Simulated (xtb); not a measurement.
C4H9 (SMILES C[C-](C)C), charge -1, singlet, at a GFN2-xTB geometry; GFN2-xTB with GBSA(methanol) run with xtb.

The xtb input:
```
$ xtb mol.xyz --gfn 2 --chrg -1 --gbsa methanol --json

# file mol.xyz
13

C      0.00366132    -0.00257993     0.50987381
C      0.00604899     1.42125247    -0.05700883
H     -0.00171725     1.48743097    -1.17683124
H     -0.87186003     1.98005613     0.29102195
H      0.89392380     1.97203055     0.27830152
C      1.22682796    -0.71573222    -0.07658806
H      1.27104904    -0.74055799    -1.19724426
H      2.15487708    -0.23527963     0.25807796
H      1.26497933    -1.76050060     0.25675066
C     -1.23425894    -0.70454644    -0.05885878
H     -1.29484415    -0.72889586    -1.17875997
H     -1.27709886    -1.74894672     0.27506338
H     -2.15298495    -0.21570016     0.28911112
```

What does xtb print? Leave out banner, timings and long lists.


```
   ID    Z sym.   atoms
    1    6 C      1, 2, 6, 10
    2    1 H      3-5, 7-9, 11-13

           -------------------------------------------------
          |                Calculation Setup                |
           -------------------------------------------------

           -------------------------------------------------
          |                 G F N 2 - x T B                 |
           -------------------------------------------------

      * Solvation model:               GBSA
        Solvent                        methanol
        Parameter file                 internal GFN2-xTB/GBSA
        Dielectric constant                3.2700E+01
        Reference state                gsolv [1 M gas/solution]
        Free energy shift                  3.3569E-03 Eh       2.1065E+00 kcal/mol
        Temperature                        2.9815E+02 K
        Density                            7.9200E-01 kg/L
        Solvent mass                       3.2040E+01 g/mol
        Interaction kernel             Still
        Born radius scaling (c1)           1.6087E+00
        Born radii integrator          GBOBC
        Born offset                        5.6550E-04 a0       1.0686E-03 AA
        H-bond correction              true
        Ion screening                  false
        Surface tension                    1.0000E-05 Eh       1.5569E+01 dyn/cm
        Grid points                               230 per atom

          ...................................................
          :                      SETUP                      :
          :.................................................:
          :  # basis functions                  25          :
          :  # atomic orbitals                  25          :
          :  # shells                           17          :
          :  # electrons                        26          :
          :  max. iterations                   250          :
          :  Hamiltonian                  GFN2-xTB          :
          :  restarted?                      false          :
          :  GBSA solvation                   true          :
          :  PC potential                    false          :
          :  electronic temp.          300.0000000     K    :
          :  accuracy                    1.0000000          :
          :  -> integral cutoff          0.2500000E+02      :
          :  -> integral neglect         0.1000000E-07      :
          :  -> SCF convergence          0.1000000E-05 Eh   :
          :  -> wf. convergence          0.1000000E-03 e    :
          :  Broyden damping             0.4000000          :
          :  net charge                         -1          :
          :  unpaired electrons                  0          :
          ...................................................

 iter      E             dE          RMSdq      gap      omega  full diag
   1    -13.4154892 -0.134155E+02  0.383E+00   10.85       0.0  T
   2    -13.5045828 -0.890936E-01  0.175E+00    9.69       1.0  T
   3    -13.5073988 -0.281605E-02  0.939E-01   10.01       1.0  T
   4    -13.5075559 -0.157097E-03  0.174E-01   10.02       1.0  T
   5    -13.5075859 -0.299735E-04  0.574E-02   10.02       1.0  T
   6    -13.5075860 -0.734925E-07  0.103E-02   10.03       2.7  T
   7    -13.5075865 -0.473557E-06  0.292E-03   10.03       9.5  T
   8    -13.5075865 -0.275988E-08  0.408E-04   10.03      68.0  T
   9    -13.5075865 -0.111140E-08  0.910E-05   10.03     304.9  T

   *** convergence criteria satisfied after 9 iterations ***

         :::::::::::::::::::::::::::::::::::::::::::::::::::::
         ::                     SUMMARY                     ::
         :::::::::::::::::::::::::::::::::::::::::::::::::::::
         :: total energy             -13.332076570119 Eh    ::
         :: total w/o Gsasa/hb       -13.327318877763 Eh    ::
         :: gradient norm              0.004897877414 Eh/a0 ::
         :: HOMO-LUMO gap             10.025189981732 eV    ::
         ::.................................................::
         :: SCC energy               -13.507579724453 Eh    ::
         :: -> isotropic ES            0.124387088082 Eh    ::
         :: -> anisotropic ES          0.016386139550 Eh    ::
         :: -> anisotropic XC          0.005196599950 Eh    ::
         :: -> dispersion             -0.008071142063 Eh    ::
         :: -> Gsolv                  -0.091887569897 Eh    ::
         ::    -> Gelec               -0.087129877541 Eh    ::
         ::    -> Gsasa               -0.007157717319 Eh    ::
         ::    -> Ghb                 -0.000956904559 Eh    ::
         ::    -> Gshift               0.003356929523 Eh    ::
         :: repulsion energy           0.175503154334 Eh    ::
         :: add. restraining           0.000000000000 Eh    ::
         :: total charge              -1.000000000000 e     ::
         :::::::::::::::::::::::::::::::::::::::::::::::::::::

           -------------------------------------------------
          |                Property Printout                |
           -------------------------------------------------

    * Orbital Energies and Occupations

         #    Occupation            Energy/Eh            Energy/eV
      -------------------------------------------------------------
         1        2.0000           -0.5487611             -14.9326
         2        2.0000           -0.5354568             -14.5705
         3        2.0000           -0.5354566             -14.5705
         4        2.0000           -0.4704324             -12.8011
         5        2.0000           -0.4494301             -12.2296
         6        2.0000           -0.4434070             -12.0657
         7        2.0000           -0.4434069             -12.0657
         8        2.0000           -0.4236943             -11.5293
         9        2.0000           -0.4236940             -11.5293
        10        2.0000           -0.4122978             -11.2192
        11        2.0000           -0.3568559              -9.7105
        12        2.0000           -0.3568558              -9.7105
        13        2.0000           -0.2211127              -6.0168 (HOMO)
        14                          0.1473063               4.0084 (LUMO)
        15                          0.1473064               4.0084
        16                          0.1565494               4.2599
        17                          0.1859539               5.0601
        18                          0.2021786               5.5016
        19                          0.2021787               5.5016
        20                          0.2306617               6.2766
        21                          0.2306619               6.2766
        22                          0.2643894               7.1944
        23                          0.2736368               7.4460
        24                          0.3116951               8.4817
        25                          0.3116951               8.4817
      -------------------------------------------------------------
                  HL-Gap            0.3684190 Eh           10.0252 eV
             Fermi-level           -0.0369032 Eh           -1.0042 eV

     #   Z          covCN         q      C6AA      α(0)
     1   6 C        2.923    -0.314    36.828     9.952
     2   6 C        3.755    -0.034    21.244     6.572
     3   1 H        0.919    -0.096     5.411     3.638
     4   1 H        0.924    -0.049     4.074     3.157
     5   1 H        0.924    -0.049     4.074     3.157
     6   6 C        3.755    -0.034    21.244     6.572
     7   1 H        0.919    -0.096     5.412     3.638
     8   1 H        0.924    -0.049     4.074     3.157
     9   1 H        0.924    -0.049     4.074     3.157
    10   6 C        3.755    -0.034    21.244     6.572
    11   1 H        0.919    -0.096     5.412     3.638
    12   1 H        0.924    -0.049     4.074     3.157
    13   1 H        0.924    -0.049     4.074     3.157

 Mol. C6AA /au·bohr⁶  :       1515.387955
 Mol. C8AA /au·bohr⁸  :      29964.095215
 Mol. α(0) /au        :         59.522336

Wiberg/Mayer (AO) data.
largest (>0.10) Wiberg bond orders for each atom

 ---------------------------------------------------------------------------
     #   Z sym  total        # sym  WBO       # sym  WBO       # sym  WBO
 ---------------------------------------------------------------------------
     1   6 C    3.063 --     6 C    0.993     2 C    0.993    10 C    0.993
     2   6 C    3.951 --     1 C    0.993     5 H    0.986     4 H    0.986
                             3 H    0.957
     3   1 H    0.991 --     2 C    0.957
     4   1 H    0.998 --     2 C    0.986
     5   1 H    0.998 --     2 C    0.986
     6   6 C    3.951 --     1 C    0.993     8 H    0.986     9 H    0.986
                             7 H    0.957
     7   1 H    0.991 --     6 C    0.957
     8   1 H    0.998 --     6 C    0.986
     9   1 H    0.998 --     6 C    0.986
    10   6 C    3.951 --     1 C    0.993    13 H    0.986    12 H    0.986
                            11 H    0.957
    11   1 H    0.991 --    10 C    0.957
    12   1 H    0.998 --    10 C    0.986
    13   1 H    0.998 --    10 C    0.986
 ---------------------------------------------------------------------------

Topologies differ in total number of bonds
Writing topology from bond orders to xtbtopo.mol

molecular dipole:
                 x           y           z       tot (Debye)
 q only:        0.001      -0.001       0.198
   full:       -0.004       0.003      -0.595       1.514
molecular quadrupole (traceless):
                xx          xy          yy          xz          yz          zz
 q only:       -1.082      -0.000      -1.082       0.023      -0.016       2.163
  q+dip:       -0.027      -0.000      -0.027       0.001      -0.000       0.055
   full:        0.189       0.000       0.189      -0.004       0.003      -0.377

           -------------------------------------------------
          | TOTAL ENERGY              -13.332076570119 Eh   |
          | GRADIENT NORM               0.004897877414 Eh/α |
          | HOMO-LUMO GAP              10.025189981732 eV   |
           -------------------------------------------------

normal termination of xtb
```
